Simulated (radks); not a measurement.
Values are calculated unless marked as measured or tabulated.
Coulomb parameter of the 4f shell of the neodymium ion Nd2+ in the model configuration [Xe] 4f3 5d1, as a second difference U = [E(n + 1) + E(n - 1) - 2 E(n)] / (1)^2 with all orbitals relaxed. "Bare": the charge of the atom changes with n. "Screened": the 5d shell takes up the change at fixed total charge, which measures U(4f,4f) + U(5d,5d) - 2 U(4f,5d). Level of theory: Dirac Kohn-Sham, PBE, spin-unpolarised, spherical densities, point nucleus; open shells are shared between the two j in proportion to 2j + 1 (a radial shooting solver on a logarithmic mesh with Libxc functionals).

| case | configuration | E - E(n) (eV) |
|---|---|---|
| start | [Xe] 4f3 5d1 | 0.000 |
| bare +1 | [Xe] 4f4 5d1 | -12.614 |
| bare -1 | [Xe] 4f2 5d1 | 28.546 |
| screened +1 | [Xe] 4f4 | -2.904 |
| screened -1 | [Xe] 4f2 5d2 | 7.404 |

U(bare) = 15.932 eV, U(screened by 5d) = 4.500 eV.
